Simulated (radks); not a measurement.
The mean radii <r> (bohr) of the occupied orbitals of an atom or ion are listed with their occupations. All-electron calculation, Dirac Kohn-Sham, BLYP, spin-unpolarised, spherical densities, finite nucleus; Fermi nuclear charge, rms radius of each element as measured or else 0.836 A^(1/3) + 0.57 fm. Program: a radial shooting solver on a logarithmic mesh with Libxc functionals.

| orbital | occ. | <r> |
|---|---|---|
| 1s1/2 | 2 | 0.02971 |
| 2s1/2 | 2 | 0.1281 |
| 2p1/2 | 2 | 0.1084 |
| 2p3/2 | 4 | 0.1137 |
| 3s1/2 | 2 | 0.3484 |
| 3p1/2 | 2 | 0.3395 |
| 3p3/2 | 4 | 0.3506 |
| 3d3/2 | 4 | 0.3223 |
| 3d5/2 | 6 | 0.3259 |
| 4s1/2 | 2 | 0.8474 |
| 4p1/2 | 2 | 0.8998 |
| 4p3/2 | 4 | 0.9299 |
| 4d3/2 | 4 | 1.145 |
| 4d5/2 | 6 | 1.159 |

Name the element and its charge. Open shells, if any, are shared by 2j + 1.

Answer. Z = 49, indium, charge +3: In3+ in [Kr] 4d10. The 1s radius gives Z: for a bare nucleus <r> = (2 gamma + 1)/(2Z) with gamma = sqrt(1 - (Z/c)^2), 0.02926 bohr for Z = 49, and screening makes it slightly larger (0.02971 here). The occupations add up to 46, and the charge is Z minus that.
